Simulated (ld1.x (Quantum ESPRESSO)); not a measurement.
Building the ultrasoft potential for Tc (Z = 43) (PBE, scalar-relativistic).

- Element: Tc
- Generator: ld1.x (Quantum ESPRESSO) 7.5
- Type: ultrasoft
- Functional: PBE
- Relativity: scalar-relativistic
- Frozen core: [Kr]
- Valence charge: 7
- Reference configuration: 4d5.5 5s1.5 5p0
- Partial waves: 5s (bound): rcut 2.35, rcutus 3.05 bohr; 5s channel at 0.25 Ry: rcut 2.35, rcutus 3.05 bohr; 5p (bound, empty): rcut 2.45, rcutus 2.80 bohr; 5p channel at 3.45 Ry: rcut 2.45, rcutus 2.80 bohr; 4d (bound): rcut 1.90, rcutus 2.50 bohr; 4d channel at 0.85 Ry: rcut 1.90, rcutus 2.50 bohr
- Local potential: all-electron potential smoothed inside 2.40 bohr (lloc = -1)
- Core correction: Bessel-smoothed model core inside 1.35 bohr
- Augmentation charge: PSQ, inside the norm-conserving radii

* Cutoffs needed: 15 Ry and 25 Ry (the cutoffs (Ry, on a coarse ladder) from which the occupation-weighted sum of valence levels, in a spherical-Bessel basis at the reference potential, stays within 10 and 1 mRy of its value at 400 Ry)
* Ghost test: no extra level below or beside the all-electron valence levels (s, p, d, f tested) (spherical-Bessel basis up to 400 Ry, 20 bohr box)
* Largest excitation error: -656 meV (all-electron minus pseudo) for 4d3 5s0 5p0, out of 7 test configurations
* Lowest eigenvalue of the overlap operator: 0.20 (d channel)
* Density cutoff estimated by the generator: 115 Ry
